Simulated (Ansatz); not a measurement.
Cost and result for the atomization energy of CH₄B₂FGa (9 atoms, 9 bonds).

```json
{"atom": "B1", "x (Å)": "0.591", "y (Å)": "-0.270", "z (Å)": "-0.378"}
{"atom": "Ga2", "x (Å)": "2.121", "y (Å)": "-0.160", "z (Å)": "1.181"}
{"atom": "C3", "x (Å)": "-0.984", "y (Å)": "0.068", "z (Å)": "-0.569"}
{"atom": "B4", "x (Å)": "-0.442", "y (Å)": "0.368", "z (Å)": "0.810"}
{"atom": "F5", "x (Å)": "-0.830", "y (Å)": "0.837", "z (Å)": "1.981"}
{"atom": "H6", "x (Å)": "1.461", "y (Å)": "0.451", "z (Å)": "-0.858"}
{"atom": "H7", "x (Å)": "0.987", "y (Å)": "-1.426", "z (Å)": "-0.260"}
{"atom": "H8", "x (Å)": "-1.665", "y (Å)": "-0.772", "z (Å)": "-0.688"}
{"atom": "H9", "x (Å)": "-1.240", "y (Å)": "0.903", "z (Å)": "-1.219"}
```

The species carries charge 0 and has multiplicity 1. Correlated methods include outer-core shells of Ga, which these sets cover unevenly. Scalar relativity is left out up to krypton. The bonds changed during the relaxation, so this is another structure than the one it started from. The geometry is a stationary point of PBE0-D4/def2-TZVP. Program: Ansatz. All runs use 4 threads of an Arm Neoverse V1 on a shared host. Times are those of one run each, without the atoms' runs, and a repeat can differ threefold. Electronic energies, without spin–orbit coupling; frozen cores. CCSD(T)/CBS adds CCSD(T) − MP2 in def2-TZVPP to the MP2 limit, and its time is that of the two runs behind it. T1 = 0.014. With those shells the extrapolation isn't a true limit. HSE06 is the plane-wave form, built on full-range PBE exchange.

CCSD(T)/CBS is a level of theory with its own doubt, some kJ/mol a heavy atom from the limit and from the frozen cores, so smaller differences don't rank the functionals.

```csv
level,functions,wall time,atomization (kcal/mol),difference from CCSD(T)/CBS,per bond
LDA (SPW92)/def2-TZVPP,228,1.2 s,908.9,128.5,14.3
revPBE-D4/def2-TZVPP,228,1.9 s,788.1,7.7,0.9
PBE-D4/def2-TZVPP (with forces),228,2.4 s,809.9,29.5,3.3
PBE0-D4/def2-TZVPP,228,2.8 s,795.1,14.7,1.6
HSE06-D4/def2-TZVPP,228,3.1 s,795.5,15.1,1.7
CAM-B3LYP-D4/def2-TZVPP,228,3.4 s,788.3,7.9,0.9
r2SCANh-D4/def2-TZVPP,228,5 s,791.3,10.9,1.2
CCSD(T)/def2-SVP,108,6.5 s,748.2,-32.2,-3.6
B97M-V/def2-TZVPP,228,8.5 s,794.6,14.2,1.6
ωB97M-V/def2-TZVPP (with forces),228,12 s,788.1,7.7,0.9
MP2/def2-QZVPP,437,22 s,793.4,13.0,1.4
CCSD(T)/def2-TZVPP,228,2.2 min,763.1,-17.3,-1.9
CCSD(T)/CBS(def2),–,2.5 min,780.4,0.0,0.0
```

At CCSD(T), def2-SVP lies −32.1 kcal/mol from the extrapolated value and def2-TZVPP −17.3 kcal/mol: correlation converges slowly with the basis, and small sets miss more of it in the bonded molecule than in its fragments. From r2SCAN to r2SCAN0 (25 % exact exchange), in def2-TZVPP and without D4, the atomization energy moves by −12.9 kcal/mol: exact exchange takes away binding that semilocal exchange gives to molecules. In def2-TZVPP, CCSD(T) changes the Hartree–Fock value by +175.9 kcal/mol (the triples alone add +13.1 kcal/mol) and MP2 by +196.1 kcal/mol; breaking electron pairs costs correlation energy, which Hartree–Fock lacks.
